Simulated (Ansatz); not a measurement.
Relaxation of CH$_{3}$BFNOSi (9 atoms, charge 0, multiplicity 1), to a largest force component of 0.015 eV/Å in at most 40 steps.

These are results of RKS PBE-D4/6-31G in Ansatz 0.2.0, not measurements.

```xyz
9
Properties=species:S:1:pos:R:3
N 1.007 -1.490 -1.416
C 0.303 -0.349 -1.562
F 0.228 0.265 -2.786
B -0.363 0.317 -0.351
O -0.918 0.281 1.013
Si -1.763 1.559 0.335
H 1.044 -1.936 -0.520
H -3.172 1.152 0.017
H -1.384 2.859 0.954
```

Problem. Where does it end, and by what steps?

Solution. The forces met the threshold. Limits of this set-up: no polarisation functions. After 10 steps the energy has fallen by 1.569 eV; H8 moved furthest, 0.41 Å.

```tsv
step	energy less start (eV)	largest force component (eV/Å)	accepted
0	0.0000	4.953	yes
1	-1.0212	2.580	yes
2	-1.3537	1.363	yes
3	-1.5301	0.946	yes
4	-1.5372	0.797	yes
5	-1.5659	0.192	yes
6	-1.5687	0.076	yes
7	-1.5631	0.296	no
8	-1.5692	0.034	yes
9	-1.5694	0.017	yes
10	-1.5694	0.006	yes
```

```xyz
9
Properties=species:S:1:pos:R:3
N 1.088 -1.460 -1.387
C 0.367 -0.415 -1.528
F 0.376 0.199 -2.794
B -0.549 0.309 -0.501
O -0.820 0.067 0.804
Si -1.832 1.665 0.148
H 1.048 -1.873 -0.439
H -3.295 1.347 0.359
H -1.403 2.819 1.024
```

Whether the end is a true minimum wasn't checked by a vibrational analysis.

Time of the run: 48 s on 1 thread of Arm Neoverse V1, with other jobs on the host, peak memory 0.22 GiB.
